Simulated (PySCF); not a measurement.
# How methods differ on the excitation energy of Si

Si [Ne] 3s2 3p2 (3P) → Si [Ne] 3s1 3p2 4s1 (5P), as a difference of total energies. Calculation: PySCF 2.14, in aug-cc-pwCVDZ; the non-relativistic Hamiltonian (point nucleus). Correlated levels: valence: [Ne] frozen. The calculations carry no spin-orbit coupling.

```tsv
method	excitation energy (eV)
UHF	8.651
MP2 (valence)	9.575
SCS-MP2 (valence)	9.882
CCSD (valence)	9.916
CCSD(T) (valence)	9.948
CCSDT (valence)	9.960
```

**Question.** How much does correlation contribute at CCSD(T) (valence)?

**Answer.** 9.948 − (8.651) = 1.297 eV, measured against UHF.

The upper state lies above the first ionisation limit, but in LS coupling its spin forbids autoionisation to the ground ion. A Rydberg-like electron needs more diffuse functions than a valence basis has.

The promoted electron is Rydberg-like, and one or two diffuse shells describe it only roughly, which tends to raise the upper state.
